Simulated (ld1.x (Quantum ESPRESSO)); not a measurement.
## titanium (Ti): excitation energies, all-electron against ultrasoft

Ti (Z = 22), ultrasoft, made with ld1.x (Quantum ESPRESSO) 7.5 (PW91, scalar-relativistic). Core [Ne] 3s2, reference 3p6 3d2 4s1 4p1. Waves: 4s (bound): rcut 2.25, rcutus 2.75 bohr; 4s channel at 1.9 Ry: rcut 2.25, rcutus 2.75 bohr; 3p (bound): rcut 1.50, rcutus 1.65 bohr; 4p (bound): rcut 1.50, rcutus 1.65 bohr; 3d (bound): rcut 1.45, rcutus 1.70 bohr; 3d channel at 0.25 Ry: rcut 1.45, rcutus 1.70 bohr. Local part: all-electron potential smoothed inside 2.55 bohr (lloc = -2). Core correction: a·sin(br)/r model core inside 1.35 bohr. Augmentation charge: PSQ, radius 1.45 bohr.

Energies are relative to the spin-unpolarised reference configuration 3p6 3d2 4s1 4p1; without spin polarisation the order of configurations can differ from experiment.

```
valence configuration  charge  ΔE all-electron (eV)  error AE − PS (meV)
      3p6 3d2 4s1 4p0      +1                 4.303                 -0.5
      3p6 3d2 4s0 4p0      +2                17.896                 -1.1
      3p5 3d2 4s2 4p0      +1                42.522                 +7.0
  3p6 3d2.5 4s1.5 4p0       0                -2.746                 +0.5
      3p6 3d1 4s0 4p0      +3                44.948                 +7.7
      3p6 3d3 4s0 4p0      +1                 4.309                 +2.5
```

**Question.** What are ΔE and the potential's error for 3p6 3d2 4s2 4p0?

**Answer.** ΔE = -3.089 eV all-electron; the error (AE − PS) is -0.1 meV.

Levels in the configuration 3p6 3d1 4s0 4p0:

```csv
level,all-electron (eV),pseudo (eV)
3p,-71.019,-71.047
3d,-34.811,-34.777
```
